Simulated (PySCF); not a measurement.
## B (boron, neutral): HSE06 calculation

Configuration: [He] 2s2 2p1, 2P determinant. All numbers are calculated (PySCF 2.14, the non-relativistic Hamiltonian (point nucleus), in aug-cc-pV5Z (7s6p5d4f3g2h, 127 functions)).

| Property | Result |
| --- | --- |
| Total energy | -24.6230 hartree |
| One-electron energy | -32.3903 hartree |
| Hartree (Coulomb) energy | 11.6184 hartree |
| Exchange-correlation energy | -3.8512 hartree |
| Kinetic energy | 24.52230 hartree |
| ⟨S²⟩ | 0.7544 |
| ⟨L²⟩ | 2.013 |
| Sum of ⟨r⟩ | 6.786 bohr |
| Sum of ⟨r²⟩ | 15.80 bohr² |
| Traceless quadrupole moment −½Σ⟨3z² − r²⟩ along its main axis | -2.45 e·bohr² |
| Density at the nucleus (Gaussians lack the cusp) | 71.4 bohr⁻³ |
| Spin density at the nucleus | -0.0293 bohr⁻³ |
| Langevin diamagnetic susceptibility | -12.5 ×10⁻⁶ cm³/mol |
| Time after the integrals | about 10 core-seconds |

```tsv
shell	electrons	mean orbital energy (hartree)	rms radius, mean of both spins (bohr)
1s α	1	-6.88639	0.383
1s β	1	-6.87581	0.383
2s α	1	-0.39227	2.15
2s β	1	-0.34569	2.15
2p α	1	-0.18320	2.50
```
